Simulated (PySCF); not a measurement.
C₄H₄FNO₂.
Geometry (GFN2-xTB, Å), atoms numbered from 1 in this order:
```
atom  x, y, z in Å
N1    -1.504    0.297    2.720
C2    -0.945    0.469    1.741
C3    -0.256    0.671    0.478
C4    -0.836   -0.223   -0.652
O5     0.192   -1.174   -0.872
C6     1.346   -0.563   -0.495
F7     1.802    0.238   -1.537
O8     1.100    0.232    0.586
H9    -0.285    1.738    0.218
H10   -1.738   -0.761   -0.359
H11   -1.018    0.360   -1.561
H12    2.144   -1.284   -0.292
```

Computed at PBE0/pcSseg-1 (PySCF, non-relativistic), with Q(14N) = 0.02044 b, Q(17O) = −0.0256 b: N1, 14N (I = 1): χzz = -4.880 MHz, η = 0.132; O5, 17O (I = 5/2): χzz = 11.59 MHz, η = 0.980; O8, 17O (I = 5/2): χzz = -12.04 MHz, η = 0.955.

(1) Where would the pure quadrupole (NQR) lines of 14N at N1 fall for the rigid, isolated species?

(2) Find the zero-field quadrupole resonance frequencies of 17O at O5.

(3) Where would the pure quadrupole (NQR) lines of 17O at O8 fall for the rigid, isolated species?

Results:

(1) From ν± = (3/4)|χ|(1 ± η/3) and ν0 = |χ|η/2: ν+ 3.821 MHz, ν− 3.498 MHz, ν0 0.323 MHz (nitrile nitrogen).

(2) From the eigenvalues of H = χ/[4I(2I − 1)] × [3Iz² − I(I + 1) + η(Ix² − Iy²)], steps between neighbouring levels, labelled as for η = 0: ±1/2↔±3/2 3.027 MHz, ±3/2↔±5/2 3.076 MHz (cyclic ether oxygen).

(3) From the eigenvalues of H = χ/[4I(2I − 1)] × [3Iz² − I(I + 1) + η(Ix² − Iy²)], steps between neighbouring levels, labelled as for η = 0: ±1/2↔±3/2 3.091 MHz, ±3/2↔±5/2 3.208 MHz (cyclic ether oxygen).

In a crystal, neighbours and librations shift these lines. GFN2-xTB bond lengths can be off by several hundredths of an ångström, more for odd bonds, and the gradients follow them. The small basis limits the accuracy of the gradients.

The run behind these numbers computed NMR shieldings as well. The run took 17 s on one thread of an Arm Neoverse V2, shared host with 192 logical CPUs at a one-minute load of 72, and the process peaked at 0.73 GiB of memory.

One conformer stands for the species.
